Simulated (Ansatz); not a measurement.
Cost and result up the ladder for the cluster GaSi₄ (5 atoms). The state is a doublet with charge 0. Geometry: B3LYP-D4/def2-SVP.

```tsv
atom	x (Å)	y (Å)	z (Å)
Ga1	2.2777	-0.2748	1.6236
Si2	1.0268	-0.4962	-0.8065
Si3	-0.3453	0.3860	0.9661
Si4	-1.7742	1.2977	-0.6183
Si5	-1.1851	-0.9128	-1.1648
```

Ansatz on 4 threads of Arm Neoverse V2 on a shared host. Times are rough, and most runs start from the orbitals of an earlier one. PBE0-D4/def2-TZVP serves as the yardstick here, not as an exact answer. Binding counts from free atoms at the same level (Ga doublet, Si triplet; other spins of the atoms weren't run), without zero-point energy or a counterpoise term.

B3LYP takes the VWN-RPA correlation. Correlated methods freeze 29 core orbitals; core or outer-core shells of Ga are correlated, in sets that lack core-valence functions. Another isomer (doublet) lies 0.23 eV lower at PBE0-D4/def2-TZVP; other spin states weren't run for this one.

Correlated methods converge slowly with the basis.

```tsv
level	functions	wall time
PBE-D4/def2-TZVP (with forces)	196	3.7 s
B3LYP-D4/def2-TZVP	196	6.5 s
BHLYP-D4/def2-TZVP	196	7 s
PBE0-D4/def2-TZVP	196	8 s
r2SCAN-D4/def2-TZVP	196	11 s
CCSD(T)/def2-TZVP	196	6.9 min
```

Q: Estimate what each level gives for the binding energy per atom (eV).

A: 
```json
{"level": "PBE-D4/def2-TZVP (with forces)", "binding energy per atom (eV)": "2.98", "difference from PBE0-D4/def2-TZVP (eV)": "0.14", "remarks": "–"}
{"level": "B3LYP-D4/def2-TZVP", "binding energy per atom (eV)": "2.70", "difference from PBE0-D4/def2-TZVP (eV)": "-0.13", "remarks": "–"}
{"level": "BHLYP-D4/def2-TZVP", "binding energy per atom (eV)": "2.54", "difference from PBE0-D4/def2-TZVP (eV)": "-0.30", "remarks": "–"}
{"level": "PBE0-D4/def2-TZVP", "binding energy per atom (eV)": "2.83", "difference from PBE0-D4/def2-TZVP (eV)": "0.00", "remarks": "–"}
{"level": "r2SCAN-D4/def2-TZVP", "binding energy per atom (eV)": "2.86", "difference from PBE0-D4/def2-TZVP (eV)": "0.02", "remarks": "–"}
{"level": "CCSD(T)/def2-TZVP", "binding energy per atom (eV)": "2.61", "difference from PBE0-D4/def2-TZVP (eV)": "-0.23", "remarks": "large T1 (0.046), spin-contaminated (⟨S²⟩ 1.12)"}
```
